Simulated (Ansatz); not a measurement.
Total energies of Pd2S2⁻ from Ansatz at PBE0-D4/def2-TZVPD, gas phase (1 Eh = 27.2114 eV = 2625.5 kJ/mol). The reference geometry is relaxed at PBE0-D4/def2-SVPD.

```xyz
4

Pd    0.277    0.995    0.927
Pd   -0.277   -0.995   -0.927
S    -0.914    1.161   -0.972
S     0.914   -1.161    0.972
```

| state | geometry | energy (Eh) |
| --- | --- | --- |
| charge -1 doublet | reference | -1052.09254 |
| charge 0 triplet | reference | -1051.98892 |
| charge -1 quartet | relaxed at PBE0-D4/def2-SVPD | -1052.07180 |

In the def2 sets Pd takes a core potential; there is no spin–orbit coupling.

(1) Work out the vertical ionisation energy to the triplet.

(2) Which of the charge -1 states is lowest, and how far above it are the others?

(1) E(charge 0 triplet) − E(charge -1 doublet) = -1051.98892 − (-1052.09254) = 0.10362 Eh = 2.82 eV. For comparison, −ε of the highest occupied level of the spin that leaves is 1.22 eV at this level, 1.60 eV less.

(2) The doublet. quartet: -1052.07180 − (-1052.09254) = 0.02074 Eh = 54.5 kJ/mol.

The structure comes from a short search, and lower isomers may exist.
